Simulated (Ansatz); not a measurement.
Molecule: sum formula H₃BPO₂ (charge 0, doublet). It need not be the lowest isomer of its formula. 
Structure (B3LYP-D3(BJ)/def2-TZVP (Ansatz, a quantum-chemistry and plane-wave program) minimum search):
SMILES: PB([O])O
```xyz
7

O     -0.4175     0.0130    -1.4947
B     -0.6808    -0.0081    -0.2495
O     -1.7609    -0.0371     0.5685
P      1.2490     0.0141     0.5081
H     -1.5539    -0.0462     1.5073
H      1.8426    -1.0169    -0.2502
H      1.8074     1.0844    -0.2221
```
Charge 0, spin multiplicity 2.

Atomisation energy built up term by term with Ansatz (kcal/mol; UHF references for open shells; valence terms freeze the core; atomic spin-orbit terms are left out). CBS(X,Y): correlation extrapolated as X^-3; Hartree-Fock from the larger set.

```json
[
 {"term": "Hartree-Fock", "basis": "aug-cc-pV(Q+d)Z", "kcal/mol": "412.47"},
 {"term": "CCSD correlation", "basis": "CBS(aug-cc-pV(T+d)Z,aug-cc-pV(Q+d)Z)", "kcal/mol": "…"},
 {"term": "(T)", "basis": "CBS(aug-cc-pV(T+d)Z,aug-cc-pV(Q+d)Z)", "kcal/mol": "…"},
 {"term": "core correlation", "basis": "cc-pwCVTZ", "kcal/mol": "2.48"},
 {"term": "scalar relativity (X2C)", "basis": "cc-pVTZ-DK against cc-pVTZ", "kcal/mol": "-0.94"},
 {"term": "sum: De", "basis": "", "kcal/mol": "…"}
]
```

Question: Fill in the missing entries.

Answer: 
- CCSD correlation, kcal/mol: 175.74
- (T), kcal/mol: 14.40
- sum: De, kcal/mol: 604.1
